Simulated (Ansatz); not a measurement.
Cartesian coordinates in Å:
```
B 0.308 1.486 0.104
C 0.464 -0.056 0.261
F 1.701 -0.539 -0.134
C -0.630 -0.883 -0.368
Cl -0.594 -2.583 0.162
H 1.244 2.168 -0.179
H -0.755 1.974 0.346
H 0.398 -0.195 1.360
H -0.530 -0.891 -1.453
H -1.605 -0.480 -0.098
```

Charge 0, multiplicity 1.

(1) List the B3LYP/def2-TZVPP orbital energies in eV (the Gaussian-basis code of Ansatz). (Estimate.)

Answers

(1) Computed: Occupied: -2762.41, -671.35, -279.06, -278.83, -257.13, -196.22, -195.98, -195.98, -184.41, -32.73, -23.68, -20.60, -17.50, -14.83, -14.30, -13.27, -12.38, -12.01, -11.48, -10.19, -9.99, -9.03, -8.30, -8.27. Lowest empty: -2.38, 0.42, 1.04, 1.59, 1.89, 2.08, 2.30, 2.73.

B3LYP here is the variant with VWN-RPA as its local correlation; programs differ in this.
